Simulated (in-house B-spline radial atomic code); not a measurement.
How numerical settings move a run on O, [He] 2s2 2p4. Computed with a B-spline radial code for spherical atoms: non-relativistic PBEsol, spin-polarised, spherical fractional occupations, point nucleus.

Command:
```bash
python run_scf.py task.json out
```
Settings of the sound reference run:
```
Z                8
electrons        8
configuration    [He] 2s2 2p4
hamiltonian      nr
method           pbesol
spin_polarised   True
knot_spacing     0.22
spline_order     8
gauss_points     12
box_radius       50
max_iterations   70
damping          0.5
damped_steps     3
diis_vectors     10
tolerance        1e-08
start            Thomas-Fermi
```

Run time, properties included: 0.2 s on 1 thread of Arm Neoverse V1, with other jobs on the host.

It converges in 10 iterations to -74.749178 hartree, with 2p down at -7.10616 eV. The other runs change the listed settings, some to values that make no sense; their results aren't properties of the atom or ion. Radii are in bohr (the nuclear one in fm), a minus after a letter asks for a j subshell, and «unchanged» means within 1e-8 hartree. The run stops when the residual is below 10 × tolerance × max(1, Z/10), or a noise floor if that is larger, and the energy moves by less than 1e-8 × √|E| hartree; so very loose and very tight tolerances often act alike.

```tsv
changed settings	outcome
box_radius = 15, first_knot = 0.0125, max_iterations = 60, damping = 0.2, start = bare nucleus	converged in 11 iterations, energy unchanged, 2p down level +8.4e-07 eV
hamiltonian = dirac, method = scan,scan, spin_polarised = False, nucleus = fermi, rms_radius = 2.6991, mass_number = 16, atomic_mass = 15.99491, speed_of_light = 137.036	stopped with error: meta-GGAs are not served with the Dirac Hamiltonian
first_knot = 0.00125	converged in 10 iterations, energy -2.99e-08 hartree from the reference, 2p down level -5.1e-07 eV
spline_order = 4, box_radius = 5, max_iterations = 5, diis_vectors = 4	not converged after 5 iterations, last residual 2.0e-04, last energy +6.47e-03 hartree from the reference
damped_steps = 1	converged in 11 iterations, energy unchanged, 2p down level +3.1e-07 eV
first_knot = 0.000125, max_iterations = 2	not converged after 2 iterations, last residual 1.8e-01, last energy +1.02e+00 hartree from the reference
electrons = 9, configuration = [He] 2s2 2p4 3p-1, max_iterations = 75	stopped with error: j subshells need the Dirac Hamiltonian and l > 0
damped_steps = 30	converged in 23 iterations, energy unchanged
gauss_points = 5, first_knot = 0.0125, max_iterations = 12	converged in 10 iterations, energy unchanged, 2p down level +7.9e-07 eV
gauss_points = 16	converged in 10 iterations, energy unchanged
first_knot = 1.25e-05	converged in 9 iterations, energy -2.28e-08 hartree from the reference, 2p down level +9.3e-06 eV
damped_steps = 0	converged in 9 iterations, energy unchanged
gauss_points = 4	converged in 10 iterations, energy -3.38e-08 hartree from the reference, 2p down level +3.2e-07 eV
damped_steps = 8	converged in 14 iterations, energy unchanged, 2p down level -8.9e-07 eV
```

(1) What happens with first_knot = 0.000125?

(2) What happens with first_knot = 0.375?

(3) What happens with first_knot = 0.0375?

(4) What happens with first_knot = 0.125?

Results:

(1) Converged in 9 iterations, energy unchanged, 2p down level +1.1e-05 eV.

(2) Converged in 10 iterations, energy +2.08e-04 hartree from the reference, 2p down level -1.6e-04 eV.

(3) Converged in 10 iterations, energy unchanged, 2p down level +7.7e-07 eV.

(4) Converged in 10 iterations, energy -2.65e-08 hartree from the reference.
